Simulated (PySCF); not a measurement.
## Spin-rotation constants: `C=C/C=C/C(C#N)=C/Cl`, C$_{7}$H$_{6}$ClN

Geometry:
```json
{"atom": "C1", "x (Å)": "2.969", "y (Å)": "1.082", "z (Å)": "-0.424"}
{"atom": "C2", "x (Å)": "2.094", "y (Å)": "0.250", "z (Å)": "0.137"}
{"atom": "C3", "x (Å)": "0.676", "y (Å)": "0.320", "z (Å)": "-0.094"}
{"atom": "C4", "x (Å)": "-0.208", "y (Å)": "-0.519", "z (Å)": "0.472"}
{"atom": "C5", "x (Å)": "-1.637", "y (Å)": "-0.460", "z (Å)": "0.249"}
{"atom": "C6", "x (Å)": "-2.134", "y (Å)": "0.544", "z (Å)": "-0.622"}
{"atom": "N7", "x (Å)": "-2.530", "y (Å)": "1.356", "z (Å)": "-1.326"}
{"atom": "C8", "x (Å)": "-2.488", "y (Å)": "-1.323", "z (Å)": "0.839"}
{"atom": "Cl9", "x (Å)": "-4.179", "y (Å)": "-1.289", "z (Å)": "0.604"}
{"atom": "H10", "x (Å)": "4.026", "y (Å)": "1.010", "z (Å)": "-0.234"}
{"atom": "H11", "x (Å)": "2.653", "y (Å)": "1.865", "z (Å)": "-1.093"}
{"atom": "H12", "x (Å)": "2.435", "y (Å)": "-0.530", "z (Å)": "0.806"}
{"atom": "H13", "x (Å)": "0.329", "y (Å)": "1.097", "z (Å)": "-0.763"}
{"atom": "H14", "x (Å)": "0.130", "y (Å)": "-1.298", "z (Å)": "1.142"}
{"atom": "H15", "x (Å)": "-2.140", "y (Å)": "-2.097", "z (Å)": "1.505"}
```

Method: GIAO KT2/cc-pVDZ magnetisability, rotational g tensor and spin-rotation constants, non-relativistic, gas phase (PySCF). Geometry: GFN2-xTB.

(1) Give the nuclear spin-rotation constants along the inertial axes (H = +C I·J) beside the isotropic shieldings.

Results:

(1) Rotational constants 3.7086, 0.5730, 0.4963 GHz. A star marks the isotopologue with that one atom substituted, in its own axes.
| atom | isotope | Caa (kHz) | Cbb (kHz) | Ccc (kHz) | mean (kHz) | σ (ppm) |
| --- | --- | --- | --- | --- | --- | --- |
| N7 | 14N | 0.700 | 0.030 | 0.101 | 0.277 | -10.0 |
| Cl9 | 35Cl | 0.830 | 0.187 | 0.104 | 0.374 | 719.3 |
| H10 | 1H | 0.229 | -0.042 | -0.058 | 0.043 | 26.3 |
| H11 | 1H | -0.363 | 0.053 | -0.060 | -0.123 | 26.1 |
| H12 | 1H | -0.345 | 0.058 | -0.060 | -0.116 | 25.3 |
| H13 | 1H | -0.311 | 0.060 | -0.062 | -0.105 | 24.9 |
| H14 | 1H | -0.344 | 0.056 | -0.065 | -0.118 | 25.9 |
| H15 | 1H | -0.387 | 0.054 | -0.057 | -0.130 | 25.3 |
| C1 | 13C* | 1.239 | 0.205 | 0.059 | 0.501 | 83.1 |
| C2 | 13C* | 1.236 | 0.233 | 0.066 | 0.512 | 70.2 |
| C3 | 13C* | 1.290 | 0.225 | 0.070 | 0.528 | 69.7 |
| C4 | 13C* | 1.188 | 0.214 | 0.070 | 0.490 | 79.6 |
| C5 | 13C* | 1.066 | 0.213 | 0.076 | 0.452 | 84.2 |
| C6 | 13C* | 1.376 | 0.005 | 0.182 | 0.521 | 98.1 |
| C8 | 13C* | 1.276 | 0.215 | 0.083 | 0.525 | 66.8 |

For the geometry as given, no vibrational averaging.
